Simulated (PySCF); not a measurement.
FH₃S₃Si, SMILES F[Si](S)(S)S.

Coordinates come from a r2SCAN-D4/def2-SVP optimisation. This is a generated structure with no PubChem entry under its InChIKey; it may be hypothetical. One conformer was computed; it need not be the lowest.

Calculation: M06-2X/def2-TZVP (PySCF).

Gas-phase values at a fixed geometry.

total energy: -1585.86980 hartree
point group: C3
highest occupied level: -9.22 eV
lowest empty level: 0.72 eV
orbital gap: 9.94 eV
dipole moment: 0.41 D
quadrupole, principal values (traceless, Buckingham form, about the centre of nuclear charge): -7.74, 3.87, 3.87 D·Å
mean static polarisability: 78.9 bohr³ (11.69 Å³)
polarisability, principal values: 61.6, 87.6, 87.6 bohr³
